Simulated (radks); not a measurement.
The numbers below are computed, except where a source is named.
Xe+, 53 electrons, occupied as [Kr] 4d10 5s2 5p5.

Level of theory: Dirac Kohn-Sham, LDA (Slater exchange, Perdew-Wang correlation), spin-unpolarised, spherical densities, point nucleus; open shells fill j = l - 1/2 first (a radial shooting solver on a logarithmic mesh with Libxc functionals).

Energy parts (hartree):
| part | energy |
|---|---|
| total | -7443.87546 |
| kinetic | 7906.80219 |
| electron-nucleus | -18087.72241 |
| Hartree | 2917.92266 |
| exchange-correlation | -180.87790 |

Orbitals (lengths in bohr, moments of r in powers of bohr; <r^-3> diverges for s and p1/2):
\begin{tabular}{lrrrrr}
orbital & occ. & eigenvalue (hartree) & <r^2> & <r^-3> & <r^4> \\ \hline
1s1/2 & 2 & -1261.227 & 0.0009652 & - & 2.441e-06 \\
2s1/2 & 2 & -196.5656 & 0.01546 & - & 0.0004123 \\
2p1/2 & 2 & -184.7858 & 0.01140 & - & 0.0002621 \\
2p3/2 & 4 & -172.8716 & 0.01268 & 5565 & 0.0003168 \\
3s1/2 & 2 & -40.48206 & 0.1075 & - & 0.01759 \\
3p1/2 & 2 & -35.57737 & 0.1022 & - & 0.01666 \\
3p3/2 & 4 & -33.31545 & 0.1102 & 1080 & 0.01928 \\
3d3/2 & 4 & -24.65285 & 0.09208 & 174.0 & 0.01547 \\
3d5/2 & 6 & -24.17426 & 0.09439 & 160.4 & 0.01620 \\
4s1/2 & 2 & -7.59763 & 0.5809 & - & 0.4963 \\
4p1/2 & 2 & -5.86013 & 0.6342 & - & 0.6107 \\
4p3/2 & 4 & -5.40473 & 0.6830 & 217.7 & 0.7090 \\
4d3/2 & 4 & -2.59074 & 0.8856 & 27.27 & 1.327 \\
4d5/2 & 6 & -2.51728 & 0.9082 & 24.89 & 1.397 \\
5s1/2 & 2 & -1.07444 & 3.740 & - & 21.12 \\
5p1/2 & 2 & -0.66526 & 5.130 & - & 41.63 \\
5p3/2 & 3 & -0.61315 & 5.606 & 24.66 & 49.75 \\
\end{tabular}

The highest occupied level is 5p3/2 at -16.685 eV. Summed over all electrons, <r^2> = 50.61 bohr^2, which gives a Langevin (diamagnetic) susceptibility term of -40.1 x 10^-6 cm^3/mol.
